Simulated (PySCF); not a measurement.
Atom-mapped SMILES (the numbers label the heavy atoms): `[CH3:1][O:2][c:3]1[cH:4][c:5](=[O:6])[c:7]1=[O:8]`. Hydrogens are named by the atom that carries them.

Geometry: GFN2-xTB; GIAO shifts from PySCF 2.14.0 with density-fitted response routines, gas phase, non-relativistic, averaged over equivalent atoms.

At PBE0/pcSseg-1 (156 basis functions, about 40 core-seconds):
```json
{"atoms": "C3", "δ (ppm)": "213.9"}
{"atoms": "C7", "δ (ppm)": "199.8"}
{"atoms": "C5", "δ (ppm)": "194.9"}
{"atoms": "C4", "δ (ppm)": "171.3"}
{"atoms": "C1", "δ (ppm)": "60.6"}
{"atoms": "O8", "δ (ppm)": "632.4"}
{"atoms": "O6", "δ (ppm)": "572.5"}
{"atoms": "O2", "δ (ppm)": "160.0"}
{"atoms": "H(C4)", "δ (ppm)": "8.79"}
{"atoms": "H(C1)", "δ (ppm)": "4.16"}
```

Chemical shifts δ = σref − σ; TMS for ¹³C (σ = 186.93 ppm) and ¹H (σ = 31.72 ppm); ¹⁷O (σ = 336.08 ppm) against H2O, all at this level.

Task: Predict the values at CAM-B3LYP/IGLO-II on the same geometry.

Result: 
| atoms | δ at CAM-B3LYP/IGLO-II | change |
| --- | --- | --- |
| C3 | 217.5 | +3.6 |
| C7 | 202.3 | +2.5 |
| C5 | 199.3 | +4.4 |
| C4 | 168.7 | -2.6 |
| C1 | 61.0 | +0.4 |
| O8 | 622.0 | -10.4 |
| O6 | 565.7 | -6.8 |
| O2 | 150.3 | -9.7 |
| H(C4) | 8.41 | -0.38 |
| H(C1) | 4.10 | -0.06 |

δ = σ(ref) − σ, references computed at the same level: ¹³C (σref 187.46), ¹H (σref 32.23) against TMS; ¹⁷O (σref 338.92) vs H2O.

The largest change is at O8 (carbonyl oxygen). Cost: 200 basis functions, roughly 80 core-seconds. The order of the carbon signals is the same at both levels.

Unscaled 17O shifts of doubly bonded oxygen tend to come out too high, by tens of ppm or more. Experimental scales use liquid or dissolved standards, which lie at an offset from isolated H2O (liquid H2O: subtract about 36 ppm).
